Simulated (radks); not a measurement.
Neutral mercury inside a hard spherical wall (all orbitals vanish at R), configuration held at [Hg] and not refilled when levels cross. Calculated with a radial shooting solver on a logarithmic mesh with Libxc functionals: scalar-relativistic Kohn-Sham, PBE, spin-polarised, spherical densities, point nucleus. Eigenvalues in eV for spin up, with the zero of energy where the potential of the charges vanishes at infinity; a dash marks a level that is unbound or too diffuse for the functional's potential to be trusted. A positive occupied level is held by the wall or, in an anion where self-interaction has pushed it up, behind a barrier. The pressure on the wall is -dE/dV.

| R (bohr) | E (hartree) | kinetic (hartree) | e(4f) | e(5p) | e(5d) | e(6s) | e(6p, empty) | e(7s, empty) | pressure (GPa) |
|---|---|---|---|---|---|---|---|---|---|
| free | -19622.7119 | 22034.723 | -95.887 | -66.516 | -9.860 | -6.817 | - | - | 0 |
| 20 | -19622.7119 | 22034.723 | -95.887 | -66.516 | -9.860 | -6.817 | -1.045 | - | < 0.0001 |
| 15 | -19622.7119 | 22034.723 | -95.887 | -66.516 | -9.860 | -6.817 | -1.040 | 0.308 | < 0.0001 |
| 12 | -19622.7119 | 22034.723 | -95.887 | -66.515 | -9.860 | -6.816 | -1.012 | 0.731 | < 0.0001 |
| 10 | -19622.7118 | 22034.724 | -95.881 | -66.509 | -9.854 | -6.811 | -0.930 | 1.481 | 0.00233 |
| 8 | -19622.7107 | 22034.736 | -95.820 | -66.448 | -9.795 | -6.753 | -0.611 | 3.489 | 0.0576 |
| 6 | -19622.6940 | 22034.866 | -95.302 | -65.936 | -9.313 | -6.226 | 0.799 | 10.012 | 1.61 |
| 5 | -19622.6384 | 22035.213 | -94.210 | -64.883 | -8.342 | -5.038 | 3.113 | 18.842 | 9.92 |
| 4 | -19622.3812 | 22036.571 | -90.876 | -61.803 | -5.504 | -1.134 | 9.487 | 39.677 | 76.4 |
| 2 | -19607.6879 | 22095.180 | -31.792 | -13.305 | 49.418 | 106.15 | 146.34 | 349.39 | 21600 |
| 1.5 | -19564.2970 | 22245.966 | 47.338 | 65.371 | 147.06 | 322.44 | 390.30 | 813.32 | 183000 |
